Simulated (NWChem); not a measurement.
# C3H7FSi; SMILES C/C([SiH3])=C/F

All runs: NWChem. Pople sets run with spherical d functions. STO-3G and 3-21G are far too small for this property and stand as cheap habits. The geometry was optimised at PBE0/def2-SVP. Not confirmed as a minimum by frequencies. Field at 589 nm.

| level | isotropic polarisability (bohr³) | anisotropy (bohr³) | relative time |
|---|---|---|---|
| B3LYP/STO-3G | 30.3 | 19.2 | 1 |
| B3LYP/6-31G* | 55.4 | 23.9 | 4 |
| B3LYP/def2-SVP | 59.1 | 22.9 | 5 |

Times are rough ratios from one shared machine.
